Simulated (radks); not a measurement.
Values are calculated unless marked as measured or tabulated.
Fractional charge and spin in the 5s shell of barium: the spin-up occupation runs from 0 to 1 and the spin-down occupation from 0 to 1; the fullest corner is Ba2+, [Kr] 4d10 5p6 5s(up 1, down 1). Code: a radial shooting solver on a logarithmic mesh with Libxc functionals. Model: scalar-relativistic Kohn-Sham, BLYP, spin-polarised, spherical densities, point nucleus. Energy (eV) minus the two flat planes that join the four corners (they meet along the diagonal where the two added fractions sum to one electron); zero is where a piecewise linear energy would lie.

\begin{tabular}{lrrrrr}
down \ up & 0 & 0.25 & 0.5 & 0.75 & 1 \\ \hline
0 & 0.000 & -1.197 & -1.591 & -1.190 & 0.000 \\
0.25 & -1.197 & -1.534 & -1.077 & 0.165 & -1.139 \\
0.5 & -1.591 & -1.077 & 0.221 & -1.030 & -1.513 \\
0.75 & -1.190 & 0.165 & -1.030 & -1.459 & -1.130 \\
1 & 0.000 & -1.139 & -1.513 & -1.130 & 0.000 \\
\end{tabular}

Corners above the fullest one (they belong to Ba3+ and the next ion): (up 1, down 0) 51.794 eV, (up 0, down 1) 51.794 eV, (up 0, down 0) 116.89 eV. With half an added electron in each spin the energy lies 0.221 eV from the planes, and with half an added electron in spin up alone -1.591 eV. The planes are only a guide here: the flat-plane condition holds for ground states with one frontier orbital, while this shell lies below other occupied shells, so the corners above the fullest one are inner-hole states and not the ground states of those ions.
